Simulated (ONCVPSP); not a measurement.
S ONCV: all-electron and pseudo phase curves

S (Z = 16), optimised norm-conserving Vanderbilt (ONCV), made with ONCVPSP 4.0.1 (LDA (Perdew-Wang 92), scalar-relativistic). Core [Ne], reference 3s1.5 3p4.5. Waves: 3s: rc 1.50 bohr, ncon 5, nbas 8, qcut 5.1 1/bohr, 2 projectors, debl 3.3 Ha; 3p: rc 1.45 bohr, ncon 4, nbas 7, qcut 6.2 1/bohr, 2 projectors, debl 1.4 Ha; d scattering state at 0.46 Ha: rc 1.30 bohr, ncon 4, nbas 7, qcut 7.4 1/bohr, 2 projectors, debl 3.6 Ha. Local part: polynomial inside 1.25 bohr (lpopt 5, dvloc0 2 Ha). Core correction: Teter function, fcfact 3.75, rcfact 1.2.

The phase is arctan(r·R′/R) of the radial function R(r), unwrapped; energies in Ha, scanned from -2 to 5 Ha. A pole is an energy at which the radial function vanishes at the test radius. The pseudo phase is shifted by a multiple of π to meet the all-electron one at the reference energy, and phase errors are pseudo minus all-electron; the curves can meet again beyond the range given. Levels narrower than the energy grid can be missing from the lists of poles.

```tsv
channel	radius (bohr)	reference energy (Ha)	poles, all-electron	poles, pseudo	unbroken range about the reference energy with phases within 0.05 rad	phase error 1 Ha above the reference energy (rad)
s	1.52	-0.65	2.05	2.05	the whole range	-0.000
p	1.47	-0.27	2.88	2.87	the whole range	-0.000
d	1.32	0.46	3.83	3.83	the whole range	+0.000
```

Phases in the s channel:

```
E (Ha)  all-electron  pseudo
 -1.98         0.561   0.558
 -1.62         0.204   0.202
 -1.26        -0.269  -0.270
 -0.90        -0.698  -0.698
 -0.54        -0.988  -0.988
 -0.18        -1.171  -1.171
  0.18        -1.290  -1.290
  0.54        -1.374  -1.375
  0.90        -1.437  -1.438
  1.26        -1.487  -1.487
  1.62        -1.528  -1.528
  1.98        -1.564  -1.564
  2.34        -1.597  -1.597
  2.70        -1.628  -1.628
  3.06        -1.659  -1.660
  3.42        -1.692  -1.693
  3.78        -1.728  -1.729
  4.14        -1.770  -1.773
  4.50        -1.820  -1.828
  4.86        -1.886  -1.904
```
